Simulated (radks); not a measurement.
Question: The mean radii <r> (bohr) of the occupied orbitals of an atom or ion are listed with their occupations. All-electron calculation, non-relativistic Kohn-Sham, exchange-only PBE, spin-polarised, spherical densities, point nucleus. Program: a radial shooting solver on a logarithmic mesh with Libxc functionals.

| orbital | occ. | <r> |
|---|---|---|
| 1s | 2 | 0.02134 |
| 2s | 2 | 0.09036 |
| 2p | 6 | 0.07648 |
| 3s | 2 | 0.2305 |
| 3p | 6 | 0.2204 |
| 3d | 10 | 0.1939 |
| 4s | 2 | 0.5175 |
| 4p | 6 | 0.5268 |
| 4d | 10 | 0.5501 |
| 5s | 2 | 1.277 |
| 5p | 6 | 1.436 |
| 4f | 14 | 0.6919 |
| 6s | 2 | 3.542 |

Name the element and its charge. Open shells, if any, are filled with parallel spins first.

Answer: Z = 71, lutetium, charge +1: Lu+ in [Xe] 4f14 6s2. The 1s radius gives Z: for a bare nucleus <r> = 1.5/Z, 0.02113 bohr for Z = 71, and screening makes it slightly larger (0.02134 here). The occupations add up to 70, and the charge is Z minus that.
